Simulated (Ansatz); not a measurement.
`[AlH2][CH2]CI` and `CCCI` differ in one atom or group.

Ansatz, PBE0-D4/def2-TZVP geometries, multiplicity 1. Each molecule was computed in one conformer, which needn't be the lowest.

Elements past krypton have def2 core potentials.

```tsv
property	`[AlH2][CH2]CI`
size of the dipole moment (B3LYP/def2-TZVPP) / D	2.02
HOMO energy (ωB97M-V/def2-TZVPP) / eV	-9.19
LUMO energy (B3LYP/def2-TZVPP) / eV	-1.94
HOMO–LUMO gap (B3LYP/def2-TZVPP) / eV	4.87
HOMO–LUMO gap (PBE/def2-TZVPP) / eV	3.43
LUMO energy (PBE0/def2-TZVPP) / eV	-1.71
```

Task: Give the same properties after the change, and the shifts. (Best estimate.)

Result: Computed: 
| property | `CCCI` | shift |
| --- | --- | --- |
| size of the dipole moment (B3LYP/def2-TZVPP) / D | 2.05 | 0.03 |
| HOMO energy (ωB97M-V/def2-TZVPP) / eV | -9.33 | -0.14 |
| LUMO energy (B3LYP/def2-TZVPP) / eV | -0.89 | 1.05 |
| HOMO–LUMO gap (B3LYP/def2-TZVPP) / eV | 6.03 | 1.16 |
| HOMO–LUMO gap (PBE/def2-TZVPP) / eV | 4.45 | 1.02 |
| LUMO energy (PBE0/def2-TZVPP) / eV | -0.64 | 1.07 |

With PBE0 the HOMO falls by 0.12 eV and the LUMO rises by 1.07 eV, so the gap widens by about 1.19 eV. PBE moves the HOMO by -0.09 eV and ωB97M-V by -0.14 eV. Dipoles are sizes alone; their direction can turn.

B3LYP here is the variant with VWN-RPA as its local correlation; programs differ in this.

Spin–orbit coupling is left out; it splits and shifts lone-pair levels of the heavy atoms by tenths of an eV.
